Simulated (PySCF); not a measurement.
# `Clc1cccc2cc[nH]c12`, C8H6ClN

Molfile (atoms numbered from 1):
```
C8H6ClN
     RDKit          3D

 16 17  0  0  0  0  0  0  0  0999 V2000
   -0.5766    3.2434    0.2047 Cl  0  0  0  0  0  0  0  0  0  0  0  0
   -0.7985    1.5251    0.0909 C   0  0  0  0  0  0  0  0  0  0  0  0
   -2.0548    0.9500   -0.0005 C   0  0  0  0  0  0  0  0  0  0  0  0
   -2.1859   -0.4499   -0.0911 C   0  0  0  0  0  0  0  0  0  0  0  0
   -1.0797   -1.2857   -0.0917 C   0  0  0  0  0  0  0  0  0  0  0  0
    0.2028   -0.7175    0.0005 C   0  0  0  0  0  0  0  0  0  0  0  0
    1.5397   -1.2370    0.0295 C   0  0  0  0  0  0  0  0  0  0  0  0
    2.3854   -0.1616    0.1324 C   0  0  0  0  0  0  0  0  0  0  0  0
    1.6538    0.9997    0.1695 N   0  0  0  0  0  0  0  0  0  0  0  0
    0.3254    0.6947    0.0914 C   0  0  0  0  0  0  0  0  0  0  0  0
   -2.9360    1.5930   -0.0012 H   0  0  0  0  0  0  0  0  0  0  0  0
   -3.1885   -0.8771   -0.1621 H   0  0  0  0  0  0  0  0  0  0  0  0
   -1.2013   -2.3685   -0.1628 H   0  0  0  0  0  0  0  0  0  0  0  0
    1.8366   -2.2818   -0.0203 H   0  0  0  0  0  0  0  0  0  0  0  0
    3.4720   -0.1328    0.1831 H   0  0  0  0  0  0  0  0  0  0  0  0
    2.0169    1.9393    0.2428 H   0  0  0  0  0  0  0  0  0  0  0  0
  1  2  1  0
  2  3  1  0
  3  4  2  0
  4  5  1  0
  5  6  2  0
  6  7  1  0
  7  8  2  0
  8  9  1  0
  9 10  1  0
 10  2  2  0
 10  6  1  0
  3 11  1  0
  4 12  1  0
  5 13  1  0
  7 14  1  0
  8 15  1  0
  9 16  1  0
M  END
```

Computed, not measured: quadratic response CAM-B3LYP/aug-cc-pVDZ first hyperpolarisability, Taylor convention, gas phase (PySCF 2.14.0). Geometry: PBE0-D3(BJ)/def2-SVP.

Give β for the processes computed.

In au, Taylor convention; the vector part is βᵢ = ⅓ Σⱼ (βᵢⱼⱼ + βⱼᵢⱼ + βⱼⱼᵢ); β∥ is 3/5 of the vector part along the dipole, the dipole points from − to +:
| process | λ (nm) | β vector norm | β∥ | β HRS | depolarisation ratio |
| --- | --- | --- | --- | --- | --- |
| static β(0;0,0) | ∞ | 213.4 | 38.0 | 85.5 | 5.63 |
| second harmonic β(−2ω;ω,ω) | 1907 | 226.3 | 40.8 | 91.0 | 5.45 |
| Pockels β(−ω;ω,0) | 1907 | 217.5 | 38.9 | – | – |
| second harmonic β(−2ω;ω,ω) | 1064 | 260.6 | 48.4 | 105.9 | 4.99 |
| Pockels β(−ω;ω,0) | 1064 | 227.3 | 41.0 | – | – |

Which lowest excitations, dipole and polarisabilities go with it?

S1 4.88 eV (f = 0.085); S2 5.02 eV (f = 0.082); S3 5.35 eV (f = 0.001); dipole 1.55 D; isotropic α 115.4 au static, 115.9 au at 1907 nm, 117.1 au at 1064 nm, 117.5 au at 953.5 nm, 122.9 au at 532 nm.
